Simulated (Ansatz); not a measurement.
A geometry relaxed with Ansatz (an electronic-structure program) with PBE0-D3(BJ)/def2-TZVP, charge 0, multiplicity 1:

```xyz
12

Si     2.3310     0.3193     0.1441
H      2.1836     0.7978     1.5436
H     -2.6315    -0.6314     1.5198
H      0.2418    -2.0609     0.4803
H     -3.5434     0.8236     0.8758
H      2.4528     1.4972    -0.7561
H      3.5691    -0.4980     0.0353
C     -2.6719     0.1821     0.8041
H     -1.5457     1.5446    -1.3187
Si     0.4434    -0.9250    -0.4596
Si    -1.4502     0.4101    -0.3662
H      0.6211    -1.4595    -1.8388
```

Task: Write the SMILES of this molecule.

Result: `C=[SiH][SiH2][SiH3]`
